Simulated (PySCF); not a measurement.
Ga(Cl)(Me)(NH2) (CH5ClGaN), SMILES [Ga]([CH3])([Cl])[NH2].

Geometry: PBE-D3(BJ)/def2-SVP. The structure was generated by enumeration; whether it is a known compound was not checked. One conformer was computed; it need not be the lowest.

All values below come from PySCF with PBE-D3(BJ)/def2-SVP.

Frequencies are harmonic and unscaled.

Computed harmonic wavenumbers and intensities:
| mode | ν (cm⁻¹) | IR (km/mol) | moving atoms (share of kinetic energy) |
|---|---|---|---|
| 1 | 61 | 0.0 | H 97 % |
| 2 | 109 | 62.2 | N 35 %, Ga 31 %, H 18 %, C 11 % |
| 3 | 130 | 2.8 | C 36 %, H 23 %, Cl 21 %, Ga 17 % |
| 4 | 152 | 2.9 | N 43 %, H 25 %, Cl 15 %, Ga 14 % |
| 5 | 208 | 96.9 | H 82 %, Ga 10 % |
| 6 | 391 | 37.3 | Cl 69 %, Ga 25 % |
| 7 | 399 | 4.8 | H 99 % |
| 8 | 566 | 16.5 | C 62 %, H 18 %, Ga 14 % |
| 9 | 669 | 24.8 | H 80 %, N 15 % |
| 10 | 707 | 13.9 | H 81 %, C 17 % |
| 11 | 709 | 62.8 | N 63 %, Ga 21 %, H 14 % |
| 12 | 747 | 82.6 | H 77 %, C 15 % |
| 13 | 1172 | 4.3 | H 81 %, C 19 % |
| 14 | 1378 | 3.4 | H 95 % |
| 15 | 1380 | 2.1 | H 96 % |
| 16 | 1455 | 22.7 | H 89 %, N 11 % |
| 17 | 2988 | 2.1 | H 97 % |
| 18 | 3094 | 0.7 | H 91 %, C 9 % |
| 19 | 3102 | 2.8 | H 90 %, C 10 % |
| 20 | 3510 | 26.6 | H 96 % |
| 21 | 3622 | 28.9 | H 91 %, N 9 % |
